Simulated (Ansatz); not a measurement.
Total energies of GeCl3(OiPr) (C₃H₇Cl₃GeO) from Ansatz at PBE0-D4/def2-TZVP, gas phase (1 Eh = 27.2114 eV = 2625.5 kJ/mol). The reference geometry is relaxed at r2SCAN-D4/def2-SVP.

```tsv
state	geometry	energy (Eh)
charge 0 singlet	reference	-3650.71783
charge 1 doublet	reference	-3650.33278
free Ge atom (triplet)	–	-2076.65516
free Cl atom (doublet)	–	-459.99739
free O atom (triplet)	–	-75.01860
free C atom (triplet)	–	-37.80537
free H atom (doublet)	–	-0.50104
```

Work out the vertical ionisation energy to the doublet.

E(charge 1 doublet) − E(charge 0 singlet) = -3650.33278 − (-3650.71783) = 0.38505 Eh = 10.48 eV. For comparison, −ε of the highest occupied level is 8.71 eV at this level, 1.77 eV less.

What is the binding energy per atom against free atoms?

Atoms: 1 × (-2076.65516) + 3 × (-459.99739) + 1 × (-75.01860) + 3 × (-37.80537) + 7 × (-0.50104) = -3648.58932 Eh. Binding: -3648.58932 − (-3650.71783) = 2.12851 Eh = 57.92 eV, or 3.86 eV for each of 15 atoms (no zero-point energy, no counterpoise term).
